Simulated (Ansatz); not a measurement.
BClH, SMILES [BH]Cl, multiplicity 2.

Geometry optimised at PBE0-D3(BJ)/def2-TZVPD. The isomer is the one that the SMILES or the coordinates give; other isomers of the formula were not compared.

Two levels are set side by side: PBE/def2-TZVPD (Ansatz, a first-principles code) and ωB97X-V/def2-TZVPD (Ansatz). Energy differences of separate SCF runs at the same geometry; the states with an electron removed or added have multiplicity 1 and 1. Differences are taken from unrounded values.

```tsv
quantity	ωB97X-V
vertical ionisation energy (eV)	8.74
```

### Question
What does PBE give, and how far is it from ωB97X-V? (The exact figures need the calculation; the answer reports its results.)

### Answer

```
quantity                          PBE  PBE minus ωB97X-V
-------------------------------  ----  -----------------
vertical ionisation energy (eV)  8.67              -0.07
```

On these quantities the two levels nearly agree.
